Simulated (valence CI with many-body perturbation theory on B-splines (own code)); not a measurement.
Results of a calculation; reference values are marked as such.
## Level structure of Tl LXI

Level of theory: valence CI with perturbative core correlation (CI+MBPT): three valence electrons over a frozen Dirac-Fock core [Ar], a basis of 9 s, 9 p, 10 d, 8 f, 5 g, 3 h, 1 i functions for each j, with the one-electron correlation potential Σ1 (screened to all orders), the two-electron term Σ2, the three-electron term Σ3, Breit, model QED; selected single and double excitations, second order for the rest (own B-spline code, finite nucleus).

No measured spectrum was set against this ion. As an estimate, large intervals hold to a few tenths of a per cent, small ones and those within an open d or f shell to about a per cent. The list stops below the first excitations out of the core. Only levels of the ground parity were solved; by the run's estimate the other parity begins above the list, which can be wrong where configurations are misplaced.

Levels 1 to 15 of 15, with energies above the lowest level, (3d3/2^3) J=3/2. "Leading %" is the weight of the configuration and term that name the level; weights of strongly mixed levels are sums over their largest components and can fall short. In the jj column 3d3/2^4 stands for four electrons in 3d with j = 3/2.

```
No.  Configuration  Term     J  E (cm⁻¹)  Leading %             Leading jj      g
  1            3d3    2D   3/2         0         42         3d3/2^3 (99 %)  0.736
  2            3d3    4F   5/2    838830         80  3d3/2^2 3d5/2 (100 %)  1.052
  3            3d3    4P   3/2    894120         38  3d3/2^2 3d5/2 (100 %)  1.153
  4            3d3    2H   9/2    924550         48  3d3/2^2 3d5/2 (100 %)  1.022
  5            3d3    2G   7/2    930330         50   3d3/2^2 3d5/2 (99 %)  1.026
  6            3d3    4P   1/2    943200         56  3d3/2^2 3d5/2 (100 %)  1.779
  7            3d3    2D   5/2   1163300         49   3d3/2^2 3d5/2 (98 %)  1.210
  8            3d3    4F   7/2   1753700         70   3d3/2 3d5/2^2 (99 %)  1.124
  9            3d3    4F   9/2   1796200         49   3d3/2 3d5/2^2 (99 %)  1.124
 10            3d3    4P   3/2   1845900         40  3d3/2 3d5/2^2 (100 %)  1.093
 11            3d3    2P   1/2   1872700         56  3d3/2 3d5/2^2 (100 %)  1.530
 12            3d3    2H  11/2   1879300        100  3d3/2 3d5/2^2 (100 %)  1.076
 13            3d3    4P   5/2   1881800         42   3d3/2 3d5/2^2 (98 %)  1.308
 14            3d3    2F   7/2   1966300         76   3d3/2 3d5/2^2 (99 %)  1.076
 15            3d3    2F   5/2   1969400         46   3d3/2 3d5/2^2 (99 %)  1.080
```

The ionisation energy to 3d2 3F_2 of the next ion comes out as 6393.6 eV (NIST: 6392 ± 10 eV (theoretical)). All 15 levels together are meant to be complete up to 2113700 cm⁻¹.
